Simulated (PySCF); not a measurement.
Computed IR spectrum (relative IR intensity) of a molecule C5H5, multiplicity 2. Geometry optimised at PBE0-D3(BJ)/def2-SVP. Other conformers were not sampled. Method: PBE0-D3(BJ)/def2-SVP (PySCF). Harmonic, unscaled wavenumbers; measured fundamentals usually lie a few per cent lower.

Lines under 2 % of the strongest are left out, and lines within 2 cm⁻¹ are merged.

ν (cm⁻¹): 26 (vw), 497 (w), 686 (vs), 909 (w), 923 (w), 1059 (w), 1074 (w), 1399 (m), 1518 (w), 1577 (vw), 3234 (vw), 3251 (w), 3269 (vw) (against the strongest line: vs over 80 %, s over 45 %, m over 15 %, w over 4 %, vw less)

Question: Pick the molecule that these values belong to.
A) [CH]1C=CC=C1
B) [C]1=CC=CC1
C) [C]1=CCC=C1

Answer: A, [CH]1C=CC=C1
